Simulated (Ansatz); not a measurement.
A nudged elastic band was laid between two geometries of C2H8AlNO2 (14 atoms, charge 0, multiplicity 1).

Level of theory: RKS B3LYP-D4/STO-3G (Ansatz).

```json
{
  "movable images": "4",
  "climbing image": "no",
  "spring": "5.0 eV/Å²",
  "optimiser": "quadratic models (default)",
  "start path": "through a guess of the saddle point",
  "force threshold": "0.05 eV/Å",
  "iteration limit": "60",
  "end points": "relaxed"
}
```

Image 0:

```xyz
14
Properties=species:S:1:pos:R:3
C 0.356 -0.326 2.173
Al 0.933 0.519 0.554
C 0.129 -0.152 -1.066
N -0.927 -1.167 -1.176
O -0.536 1.226 -0.361
O 0.572 0.283 -2.348
H 1.010 -1.164 2.454
H -0.662 -0.733 2.101
H 0.357 0.367 3.026
H 2.148 1.383 0.429
H -1.179 -1.511 -0.213
H -1.816 -0.733 -1.557
H -0.204 1.958 -0.999
H -0.194 0.020 -2.986
```

Image 5:

```xyz
14
Properties=species:S:1:pos:R:3
C 0.236 0.038 2.130
Al 0.989 -0.339 0.406
C 0.067 0.561 -1.042
N -0.301 -1.127 -0.746
O -1.186 1.265 -1.006
O 0.550 0.649 -2.378
H 0.289 -0.828 2.804
H -0.823 0.330 2.082
H 0.762 0.857 2.640
H 2.380 -0.841 0.179
H -0.064 -1.718 -1.582
H -1.316 -1.292 -0.525
H -1.293 1.531 -0.023
H -0.302 0.885 -2.910
```

**Question.** Which bonds break or form, and what moves?

**Answer.** Bonds broken: Al2–O5. Bonds formed: Al2–N4. The height of N4 over the plane of its neighbours goes from 0.41 to -0.38 Å.

**Question.** Give the energies along the band, and the barrier.

**Answer.** The forces met the threshold. The highest image is number 3 of 0 to 5, 93.3 kJ/mol above the first end and 99.2 kJ/mol above the last; the last end lies 6.0 kJ/mol below the first. No image climbed, so the highest image needn't sit at the top of the path. The orbitals stay closed-shell, which can raise the energy where a bond breaks towards radicals; this wasn't checked here. Limits of this set-up: minimal basis.

```tsv
image	path coordinate (Å)	energy (kJ/mol)	Al2–O5 (Å)	Al2–N4 (Å)	height of N4 over the plane of its neighbours (Å)
0	0.00	0.0	1.87	3.05	0.41
1	1.81	6.7	1.87	3.15	0.49
2	3.62	35.3	1.97	2.96	0.46
3	5.43	93.3	2.92	2.46	-0.47
4	7.24	16.2	3.14	1.95	-0.41
5	9.05	-6.0	3.05	1.90	-0.38
```

**Question.** What is the geometry of the highest image?

**Answer.** 
```xyz
14
Properties=species:S:1:pos:R:3
C 0.298 -0.291 2.225
Al 1.182 0.205 0.605
C 0.063 0.476 -0.941
N -0.542 -0.951 -0.719
O -0.946 1.524 -0.895
O 0.811 0.444 -2.193
H 0.400 -1.374 2.385
H -0.778 -0.077 2.213
H 0.720 0.196 3.114
H 2.670 0.352 0.507
H -0.987 -1.280 -1.630
H -1.380 -0.805 -0.084
H -1.598 1.258 -1.653
H 0.075 0.294 -2.906
```

The run took 6.9 min on 1 thread of Arm Neoverse V2, on a shared host, peak memory 0.11 GiB.
